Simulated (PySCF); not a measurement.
Dipole response of In²⁺ (indium, charge +2)

[Kr] 4d10 5s1, 2S determinant. Calculation: PySCF 2.14, in aug-cc-pVQZ-PP with one added diffuse shell each of s, p, d, f, g type with ECP28MDF (8s8p6d4f3g, 117 functions); a scalar-relativistic core potential. Coupled (time-dependent) response in atomic units; α is the mean over directions.

| method | mean α (bohr³) | C₆ (like pair) | S(−4) |
| --- | --- | --- | --- |
| r2SCAN0 | 15.67 | 72.93 | 163.5 |

S(−4) is the Cauchy moment in α(ω) = α(0) + S(−4) ω² + …

α(iu) at r2SCAN0:

```
u (hartree)  α(iu) (bohr³)
          0          15.67
     0.0500          15.27
      0.100          14.22
      0.200          11.36
      0.300          8.856
      0.500          5.846
      0.750          4.069
       1.00          3.118
       1.50          2.078
       2.00          1.498
       3.00         0.8740
       5.00         0.3882
```

A single London oscillator, α(iu) = α/(1 + u²/ω²), gives C₆ = (3/4) ω α². Matching the computed C₆ needs ω = 4 × 72.93 / (3 × 15.67²) = 0.396 hartree.

For an ion, C₆ is the dispersion term alone; charge-induced terms of lower order in 1/R come first.

Energies and moments cover only the electrons outside the core potential.
